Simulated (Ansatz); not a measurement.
Relaxation of the cluster B4 with RKS PBE-D4/def2-TZVP.

```sh
$ ansatz run in.yaml --threads 4 --pin off --events-out ev --progress --plain --max-ram 3916MiB
```

```yaml
crystal:
  periodic: [false, false, false]
  atoms:
    - {symbol: B, position_ang: [-0.596270, 0.894360, 0.043060]}
    - {symbol: B, position_ang: [0.596040, -0.894150, -0.049700]}
    - {symbol: B, position_ang: [-0.895460, -0.598820, 0.038440]}
    - {symbol: B, position_ang: [0.895690, 0.598620, -0.031800]}
basis:
  gaussian: {orbitals: def2-TZVP}
hamiltonian: {xc: pbe, dispersion: d4}
scf: {lower_state_search: "off"}
output: {orbitals: {seedname: orbitals}}
relax: {f_tol: 0.02, max_steps: 100}
```

Run time 3.8 s (4 threads of Arm Neoverse V2 on a shared host).

Positions (Å) and forces (eV/Å) at steps 1, 2, 4, 7, 9, 10, 11, 12 of 12:

```xyz
4
step=1 energy=-2694.1413 eV
B    -0.596    0.894    0.043   -0.154    0.232    0.021
B     0.596   -0.894   -0.050    0.149   -0.237   -0.002
B    -0.895   -0.599    0.038   -0.230   -0.158    0.000
B     0.896    0.599   -0.032    0.235    0.163   -0.018
4
step=2 energy=-2694.1435 eV
B    -0.597    0.897    0.051   -0.061    0.090   -0.009
B     0.598   -0.897   -0.042    0.057   -0.091   -0.018
B    -0.898   -0.600    0.031   -0.090   -0.062    0.017
B     0.898    0.601   -0.040    0.094    0.063    0.010
4
step=4 energy=-2694.1441 eV
B    -0.599    0.898    0.047    0.001   -0.002    0.000
B     0.599   -0.898   -0.047   -0.001    0.002    0.000
B    -0.900   -0.602    0.035   -0.001   -0.001    0.000
B     0.900    0.602   -0.035    0.001    0.001    0.000
4
step=7 energy=-2694.1443 eV
B    -0.592    0.888    0.040    0.009   -0.011    0.020
B     0.592   -0.888   -0.052   -0.006    0.011    0.021
B    -0.909   -0.608    0.042   -0.021   -0.013   -0.020
B     0.910    0.608   -0.029    0.019    0.013   -0.021
4
step=9 energy=-2694.1583 eV
B    -0.558    0.836    0.006    0.174   -0.250    0.123
B     0.555   -0.834   -0.081   -0.157    0.248    0.149
B    -0.959   -0.643    0.075   -0.029   -0.013   -0.135
B     0.963    0.642    0.000    0.012    0.015   -0.137
4
step=10 energy=-2694.1832 eV
B    -0.520    0.777   -0.014    0.171   -0.238    0.231
B     0.514   -0.775   -0.095   -0.141    0.233    0.255
B    -1.014   -0.681    0.094    0.193    0.142   -0.251
B     1.020    0.679    0.015   -0.223   -0.137   -0.235
4
step=11 energy=-2694.2041 eV
B    -0.515    0.771    0.012    0.041   -0.056    0.116
B     0.512   -0.770   -0.068   -0.026    0.053    0.122
B    -1.016   -0.681    0.068    0.022    0.023   -0.120
B     1.019    0.680   -0.012   -0.037   -0.020   -0.118
4
step=12 energy=-2694.2109 eV
B    -0.510    0.766    0.043   -0.012    0.019   -0.013
B     0.511   -0.766   -0.036    0.009   -0.019   -0.015
B    -1.021   -0.682    0.037   -0.006   -0.007    0.015
B     1.021    0.682   -0.043    0.009    0.007    0.014
```

The structure comes from a short search, and lower isomers may exist.
